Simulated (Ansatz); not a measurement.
Reaction (cleavage of the Al–Si bond): `C[CH2][AlH][SiH3]` + H₂Te → `C[CH2][AlH][TeH]` + SiH₄

Gas-phase electronic energies from Ansatz, PBE0-D4/def2-TZVP geometries. CBS: MP2 limit from def2 TZ/QZ plus the TZ coupled-cluster correction, frozen cores. This one scheme is used for every species. def2 core potentials past Kr. For Te outer-core shells are correlated without core-valence functions, which leaves a few kJ/mol of doubt a bond. One conformer a species, not always the lowest.

```tsv
species	CCSD(T)/CBS(def2) energy (Eh)
`C[CH2][AlH][SiH3]`	-612.59523
H₂Te	-268.91024
`C[CH2][AlH][TeH]`	-590.09229
SiH₄	-291.46306
```

Work out ΔE.

ΔE = (-590.09229) + (-291.46306) − (-612.59523) − (-268.91024) = -0.04988 Eh = -1.36 eV.

Largest T1 diagnostic among the species: 0.011.

From PBE to PBE0 (25 % exact exchange), in def2-TZVPP and without D4, ΔE moves by −0.05 eV.
